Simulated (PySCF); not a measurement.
Two species compared at the same levels of theory.

First species: 1-methoxycyclohexene, C₇H₁₂O.
SMILES: `COC1=CCCCC1`

Second species: CF3CHF2, C2HF5.
SMILES: `FC(F)C(F)(F)F`

Levels: PBE0/pcSseg-1 for HOMO energy, LUMO energy and HOMO–LUMO gap. Geometries: GFN2-xTB. Each species is one conformer at its optimised geometry, gas phase, non-relativistic unless stated; the electronic structure was computed with PySCF and density fitting.

The conformers computed, where there is a choice (atom-mapped SMILES and torsion angles):
- `[F:1][CH:2]([F:3])[C:4]([F:5])([F:6])[F:7]`: F1–C2–C4–F5 59°

The conformers of `COC1=CCCCC1` aren't listed.

Values for the first species:

```
HOMO energy   : -6.17 eV
LUMO energy   : 1.14 eV
HOMO–LUMO gap : 7.31 eV
```

Task: Estimate the same properties for the second species, and the change in each.

Result: 
| property | first | second | second less first |
| --- | --- | --- | --- |
| HOMO energy | -6.17 eV | -10.54 eV | -4.37 eV |
| LUMO energy | 1.14 eV | 1.47 eV | +0.33 eV |
| HOMO–LUMO gap | 7.31 eV | 12.01 eV | +4.70 eV |

